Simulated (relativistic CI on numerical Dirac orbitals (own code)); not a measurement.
Computed by Dirac-Coulomb-Breit CI, orbitals from a KLI potential per configuration, QED by a radiative potential, unscaled Slater integrals (own radial code, finite nucleus).

Configuration list (outside the closed core 1s2): 2s²2p⁴, 2s2p⁵, 2p⁶, 2p⁵3s, 2p⁵3p, 2p⁵3d, 2s²2p³3s, 2s²2p³3p, 2s²2p³3d, 2s2p⁴3s, 2s2p⁴3p, 2s2p⁴3d, 2s²2p³4s, 2s²2p³4p, 2s²2p³4d, 2s²2p³4f, 2s2p⁴4s, 2s2p⁴4p, 2s2p⁴4d, 2s2p⁴4f, 2s²2p²3s², 2s²2p³5s, 2s²2p²3s3p, 2s²2p³5p, 2s²2p³5d, 2s²2p³5f, 2s²2p³5g, 2s²2p²3p², 2s²2p²3s3d, 2s²2p²3p3d, 2s2p³3s², 2s²2p²3d², 2s2p³3s3p, 2s2p⁴5s, 2s2p³3p², 2s2p³3s3d. Levels of other configurations are missing.

At this charge energies of transitions that change n are usually good to better than 1 %, and those within a shell (Δn = 0) to a few per cent.

Outline of the computed level scheme of Kr XXIX. Lowest level of each configuration: 2s²2p⁴ ³P2 at 0.00 eV; 2s2p⁵ ³P°2 at 208.67 eV; 2p⁶ ¹S0 at 472.39 eV; 2s²2p³3s ⁵S°2 at 1799.90 eV; 2s²2p³3p ⁵P1 at 1845.02 eV; 2s²2p³3d ³D°2 at 1912.89 eV.

Some strong electric-dipole decays among the lowest 45 levels: 2s²2p³3d ³D°3 → 2s²2p⁴ ³P2 (6.3e+13 s⁻¹); 2s²2p³3d ³D°2 → 2s²2p⁴ ³P2 (2.6e+13 s⁻¹); 2s²2p³3s ³S°1 → 2s²2p⁴ ³P2 (8.7e+12 s⁻¹); 2s²2p³3s ¹D°2 → 2s²2p⁴ ¹D2 (8.7e+12 s⁻¹); 2s²2p³3s ³D°1 → 2s²2p⁴ ³P1 (7.8e+12 s⁻¹); 2s²2p³3d ⁵D°1 → 2s²2p⁴ ³P2 (7.7e+12 s⁻¹); 2s²2p³3s ¹P°1 → 2s²2p⁴ ¹S0 (6.4e+12 s⁻¹); 2s²2p³3s ³P°0 → 2s²2p⁴ ³P1 (4.9e+12 s⁻¹).

LS names give the leading component of a level, which can be under half, so a name can repeat, a term be missing and a line seem to break the LS rules.
